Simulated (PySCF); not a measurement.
What PySCF settings do for In2

Base input, run as `OMP_NUM_THREADS=1 python input.py` with PySCF 2.14:

```python
from pyscf import gto, dft

mol = gto.M(
    atom='In 0 0 0; In 0 0 2.78',
    basis='sbkjc',
    ecp={'In': 'sbkjc'},
    charge=0,
    spin=2,
    symmetry=True,
    verbose=3,
)
mf = dft.ROKS(mol, xc='pbesol')
mf.kernel()
mf.dip_moment()
print('orbital energies (hartree):', mf.mo_energy[..., max(0, mol.nelec[1]-3):mol.nelec[0]+3].round(4))
```

Base result: E(SCF) = -377.851882 Eh, μz(SCF) = 0.00 D. The bond length is a typed value, not an optimised one. No search for the lowest solution was made.

Run time: 9 s on 1 thread of Arm Neoverse N1 (shared host), peak memory 0.23 GiB.

Each row names what differs from the base; energies in brackets are changes from the base.

| change | result | wall time (s) |
| --- | --- | --- |
| charge: 0 → -1; spin (2S): 2 → 1 [no diffuse functions for the anion] | not converged: SCF | 23 |
| step after the SCF: none → gradient | E(SCF) = -377.851882 Eh (+0.0000 eV), μz(SCF) = 0.00 D, gradient on the second atom 0.0035 Eh/bohr | 14 |
| spin (2S): 2 → 6 | not converged: SCF | 23 |
| functional: pbesol → wb97 | not converged: SCF | 35 |
| cycle limit: 50 → 5 | not converged: SCF | 4.1 |
| basis set: sbkjc → def2-svpd [with its own core potential] | E(SCF) = -379.823143 Eh, μz(SCF) = 0.00 D | 9.6 |
| functional: pbesol → bp86 | E(SCF) = -378.483916 Eh, μz(SCF) = 0.00 D | 10 |
| functional: pbesol → tpss | E(SCF) = -378.100564 Eh, μz(SCF) = 0.00 D | 13 |
| basis set: sbkjc → minao; core potential: on → off | stops with ValueError (Not enough orbitals for (50, 48) electrons in irreps A1g E1gx E1gy A1u E1uy E1ux E2gx E2gy) | 1.2 |
| core potential: on → off [unsound on purpose] | E(SCF) = -2844.533596 Eh, μz(SCF) = 0.00 D | 10 |
| SCF type: ROKS → UKS | E(SCF) = -377.852563 Eh (-0.0185 eV), ⟨S²⟩ = 2.003, μz(SCF) = 0.00 D | 7.3 |
| functional: pbesol → hcth407 | E(SCF) = -379.394066 Eh, μz(SCF) = 0.00 D | 7.3 |
| geometry: bond 2.78 → bond 8.34 [stretched restricted solution, likely unstable] | E(SCF) = -377.792369 Eh (+1.6194 eV), μz(SCF) = 0.00 D | 6.8 |
| geometry: bond 2.78 → bond 3.475 | not converged: SCF | 23 |
| convergence threshold: default → 1e-16 [unsound on purpose] | not converged: SCF | 24 |
| spin-free X2C: off → on [unsound on purpose] | stops with NotImplementedError | 1.2 |
| functional: pbesol → hf,lyp | not converged: SCF | 25 |
| convergence threshold: default → 1e-13 | not converged: SCF | 24 |
| spin (2S): 2 → 0 | not converged: SCF | 24 |
| length unit: angstrom → bohr [unsound on purpose] | not converged: SCF | 24 |
